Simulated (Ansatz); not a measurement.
Consider the atomization: `[SiH3]B(Cl)[SeH]` → B• + Cl• + 4 H• + Se• + Si•.

Calculated with Ansatz (gas phase, PBE0-D4/def2-TZVP geometries, no zero-point term in ΔE). CBS: MP2 limit from def2 TZ/QZ plus the TZ coupled-cluster correction, frozen cores. This one scheme is used for every species, atoms too. DFT in def2-TZVPP. B3LYP here is the variant with VWN-RPA as its local correlation; programs differ in this. No spin–orbit coupling; open shells (•) take unrestricted orbitals. Spin–orbit coupling would lower the free atoms: a little for B, Cl, Si; clearly for Se. For Se outer-core shells are correlated without core-valence functions, so the limit isn't a true one: a few kJ/mol of doubt a bond, and 10 to 20 or more in all where bonds break to atoms. Scalar relativity is left out up to krypton. One conformer a species, not always the lowest.

`[SiH3]B(Cl)[SeH]`:

Z-matrix (Å, degrees):
```
Si
B 1 2.012
H 1 1.488 2 109.8
H 1 1.489 2 111.3 3 120.6
H 1 1.488 2 109.7 3 -118.9
Cl 2 1.754 1 119.6 3 59.5
Se 2 1.920 1 123.9 3 -120.5
H 7 1.469 2 95.4 1 0.1
```

```csv
level,ΔE (kcal/mol),difference from CCSD(T)/CBS
PBE-D4,583.3,6.1
r2SCAN-D4,583.0,5.8
PBE0-D4,577.4,0.2
ωB97M-V,576.6,-0.6
B2PLYP,567.5,-9.7
PBE,578.1,0.9
r2SCAN,581.7,4.5
PBE0,572.9,-4.3
B3LYP,566.5,-10.7
MP2/def2-TZVPP,567.6,-9.6
CCSD/def2-TZVPP,552.0,-25.2
CCSD(T)/def2-TZVPP,561.4,-15.8
HF/def2-QZVPP,430.1,-147.1
MP2/def2-QZVPP,576.7,-0.5
SCS-MP2/def2-QZVPP,574.9,-2.3
HF/CBS(def2),430.1,-147.1
CCSD(T)/CBS,577.2,0
```

Largest T1 diagnostic among the species: 0.014.

The D4 term adds +8.6 kcal/mol with B3LYP and +4.5 kcal/mol with PBE0; it sums over pairs of atoms, weighted by their polarisabilities, and B3LYP, whose exchange is more repulsive, gets the larger term. From PBE to PBE0 (25 % exact exchange), in def2-TZVPP and without D4, ΔE moves by −5.2 kcal/mol: exact exchange takes away binding that semilocal exchange gives to molecules.

For atomizations the MP2-based limit and the directly extrapolated one differ by several kJ/mol either way, and by 10 to 25 for some Ge, Se and Sn compounds, so smaller differences from it don't rank the levels.
